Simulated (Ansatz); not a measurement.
`C/C=[C](\N)[AlH2]` + NH₃ → `[NH2][AlH2]` + `C/C=C/N` at 298.15 K and 1 bar (ligand exchange at the Al–C bond).

Gas-phase electronic energies from Ansatz, PBE0-D4/def2-TZVP geometries. CCSD(T)/CBS is the MP2 limit (def2-TZVPP, def2-QZVPP) plus CCSD(T) − MP2 in def2-TZVPP, frozen cores. This one scheme is used for every species. Double bonds are as drawn, so ΔE can hold a change between cis and trans. Each species was taken in one conformer, which may not be the lowest.

| species | CCSD(T)/CBS energy (Eh) | H − E (kJ/mol) | S (J/(mol·K)) |
| --- | --- | --- | --- |
| `C/C=[C](\N)[AlH2]` | -415.65513 | 286.4 | 355.4 |
| NH₃ | -56.50880 | 100.5 | 192.4 |
| `[NH2][AlH2]` | -299.14566 | 115.0 | 251.7 |
| `C/C=C/N` | -173.05160 | 272.2 | 293.4 |

H − E and S are ideal-gas, rigid-rotor, harmonic terms from PBE0-D4/def2-TZVP, for one conformer and one mirror image of each species. 1 Eh = 2625.50 kJ/mol, R = 8.31446 J/(mol·K).

Q: By hand: ΔE, ΔH, ΔS and ΔG.

A: ΔE = (-299.14566) + (-173.05160) − (-415.65513) − (-56.50880) = -0.03333 Eh = -87.5 kJ/mol. Δ(H − E) = 115.0 + 272.2 − 286.4 − 100.5 = 0.3, so ΔH = -87.2 kJ/mol. ΔS = 251.7 + 293.4 − 355.4 − 192.4 = -2.7 J/(mol·K). ΔG = -87.2 − 298.15 × (-2.7)/1000 = -86.4 kJ/mol.

Q: By hand: the equilibrium constant, and the temperature at which ΔG would vanish if ΔH and ΔS stayed fixed.

A: log₁₀ K = −ΔG/(RT ln 10) = 15.1. ΔG = 0 at ΔH/ΔS = 32296 K, far beyond where these terms or the molecules hold.

The number of gas molecules stays the same, so ΔS is small and ΔH decides. A doubt of 5 kJ/mol in ΔE shifts log₁₀ K by 0.9 here. Other conformers and mirror images would add mixing entropy, several J/(mol·K) or more a flexible species. These are equilibria of isolated gas molecules and say nothing of rates. Largest T1 diagnostic: 0.011 (customary marks: 0.02 for closed shells, 0.045 for open ones).
